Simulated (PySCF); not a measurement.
Molecule (SMILES): F[SiH] (F-SiH) (closed-shell singlet).
Geometry (B3LYP-D3(BJ)/def2-TZVP, fixed):
```
Si
F 1 1.6199
H 1 1.5380 2 96.45
```

Basis-set convergence of the mean static polarisability at PBE with PySCF. All functions are spherical. Density fitting with generated auxiliary sets. In sets without p functions on hydrogen, species with hydrogen take exact integrals. No added dispersion term, no relativity. Reference: the value in aug-pcseg-3, 34.23 bohr³, itself unsure by roughly 0.4 % (its mean distance from aug-cc-pV(Q+d)Z, aug-pcseg-2, aug-cc-pV(T+d)Z). Deviations are taken from unrounded values.

```
basis            functions  mean static polarisability (bohr³)
---------------  ---------  ----------------------------------
6-31G*                  34                               24.63
6-31+G*                 42                               28.06
def2-SVP                37                               25.61
def2-SVPD               55                               32.25
pcseg-1                 37                               25.90
aug-pcseg-1             59                               33.45
cc-pV(D+d)Z             42                               25.77
aug-cc-pV(D+d)Z         64                               33.29
6-311G**                50                               25.81
6-311+G**               58                               29.09
def2-TZVP               74                               29.42
def2-TZVPD              92                               33.67
pcseg-2                 78                               28.48
aug-pcseg-2            119                               34.09
cc-pV(T+d)Z             83                               29.41
aug-cc-pV(T+d)Z        124                               34.02
def2-TZVPP              87                               29.57
def2-TZVPPD            105                               33.70
cc-pV(Q+d)Z            149                               31.65
aug-cc-pV(Q+d)Z        215                               34.19
def2-QZVPP             157                               32.11
def2-QZVPPD            175                               34.08
pcseg-3                157                               31.91
aug-pcseg-3            223                               34.23
```

What the diffuse functions change, pair by pair:
- 6-31G* to 6-31+G*: 8 more functions, deviation -28.0 to -18.0 %
- def2-SVP to def2-SVPD: 18 more functions, deviation -25.2 to -5.8 %
- pcseg-1 to aug-pcseg-1: 22 more functions, deviation -24.3 to -2.3 %
- cc-pV(D+d)Z to aug-cc-pV(D+d)Z: 22 more functions, deviation -24.7 to -2.7 %
- 6-311G** to 6-311+G**: 8 more functions, deviation -24.6 to -15.0 %
- def2-TZVP to def2-TZVPD: 18 more functions, deviation -14.0 to -1.6 %
- pcseg-2 to aug-pcseg-2: 41 more functions, deviation -16.8 to -0.4 %
- cc-pV(T+d)Z to aug-cc-pV(T+d)Z: 41 more functions, deviation -14.1 to -0.6 %
- def2-TZVPP to def2-TZVPPD: 18 more functions, deviation -13.6 to -1.6 %
- cc-pV(Q+d)Z to aug-cc-pV(Q+d)Z: 66 more functions, deviation -7.6 to -0.1 %
- def2-QZVPP to def2-QZVPPD: 18 more functions, deviation -6.2 to -0.4 %
- pcseg-3 to aug-pcseg-3: 66 more functions, deviation -6.8 to 0.0 %

Leaving out the reference's own pair, they bring the value nearer the reference by more than 0.4 % in 11 of 11 pairs.
